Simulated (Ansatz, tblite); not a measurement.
Removing an electron: In₅P₄H₁₆⁻, a cluster cut from zinc blende InP (hydrogen-capped). Charge -1, multiplicity 1. Geometry: PBE0-D4/def2-SVP. Ansatz, gas phase; energy differences of separate SCF runs; the oxidised species was run as a doublet alone.

```xyz
25

P     1.664    1.252    0.912
P     0.303   -2.404    1.036
P    -2.227    1.244    0.656
P    -0.148   -0.338   -2.243
In   -0.310    2.615    1.841
In    2.133   -0.914    2.217
In    1.914    1.150   -1.679
In   -0.024   -2.812   -1.550
In   -2.473    0.713   -1.917
H     2.773    2.060    1.300
H    -0.961   -2.042    1.576
H     0.376   -3.690    1.640
H    -3.457    1.830    1.067
H    -2.384    0.021    1.363
H    -0.079   -0.438   -3.663
H    -0.529    2.359    3.552
H    -0.399    4.205    1.135
H     1.641   -0.791    3.885
H     3.650   -1.639    1.763
H     3.358    0.247   -2.056
H     1.629    2.746   -2.320
H     1.457   -3.563   -2.072
H    -1.565   -3.613   -1.718
H    -2.597    2.273   -2.681
H    -3.747   -0.471   -2.044
```

In the def2 sets In takes a core potential; there is no spin–orbit coupling. The xTB rows come from tblite. HOMO above LUMO, or a gap near zero within one spin, warns that the state may not be the lowest or that an electron is smeared out.

| level | −HOMO (eV) | vertical IE (eV) | −LUMO (eV) | HOMO–LUMO gap (eV) | remarks |
| --- | --- | --- | --- | --- | --- |
| PBE-D4/def2-SVP | 2.92 | 4.74 | -1.47 | 4.40 | gap within one spin near zero (doublet) |
| PBE0-D4/def2-SVP | 3.96 | 5.24 | -2.14 | 6.10 | – |

(1) Estimate the rows for GFN1-xTB, GFN2-xTB.

## Answers

(1) 
```
   level  −HOMO (eV)  vertical IE (eV)  −LUMO (eV)  HOMO–LUMO gap (eV)
GFN1-xTB        6.83              8.47        2.96                3.87
GFN2-xTB        7.90              9.54        4.00                3.89
```

  Raw xTB energy differences between charge states are shifted by several eV; the methods need an empirical correction for them.
